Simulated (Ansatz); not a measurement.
A trace of molecular dynamics of a periodic cell of 21 atoms, H14SO6 (packed as 6 H2O + 1 SH2, density as packed 0.89 g/cm³ with natural masses).

Theory: Ansatz 0.2.0, DFT PBE-D3(BJ), scalar-relativistic, plane waves, PAW. Settings: accuracy low, cutoff 420 eV, k mesh 1x1x1, fermi-dirac smearing 0.05 eV, no spin polarisation.

- ensemble: NVE (velocity Verlet)
- starting velocities drawn for: 1000 K
- seed: 644182

```tsv
time (fs)	T (K)	potential energy less start (eV)	conserved less start (meV/atom)
0.0	1000	0.000	0.00
8.0	1016	-0.046	-0.24
16.0	1178	-0.474	-0.69
24.0	1055	-0.149	-0.28
32.0	865	0.350	-0.01
40.0	1008	-0.025	-0.16
48.0	1095	-0.255	-0.44
56.0	1140	-0.367	-0.27
64.0	1200	-0.521	-0.19
72.0	1231	-0.604	-0.34
80.0	1193	-0.501	-0.07
88.0	1156	-0.408	-0.24
96.0	1203	-0.534	-0.44
104.0	1205	-0.540	-0.46
112.0	1081	-0.214	-0.20
120.0	1123	-0.323	-0.28
128.0	997	0.003	-0.21
136.0	1063	-0.170	-0.29
144.0	1180	-0.473	-0.35
152.0	1050	-0.135	-0.22
160.0	1049	-0.128	-0.08
168.0	1040	-0.107	-0.22
176.0	917	0.206	-0.45
184.0	983	0.039	-0.26
192.0	1174	-0.455	-0.21
200.0	1242	-0.628	-0.18
```

Task: Is this trajectory sound?

Result: The conserved energy stayed within 0.7 meV per atom of its start (net change -0.18 meV per atom), so the integration is sound. A run of 0.2 ps of so small a system gives no equilibrium averages. Limits of this set-up: coarse k mesh, low accuracy level. The time step was 0.5 fs.

Time of the run: 5.9 min on 1 thread of Arm Neoverse V2 (shared host), peak memory 0.39 GiB.
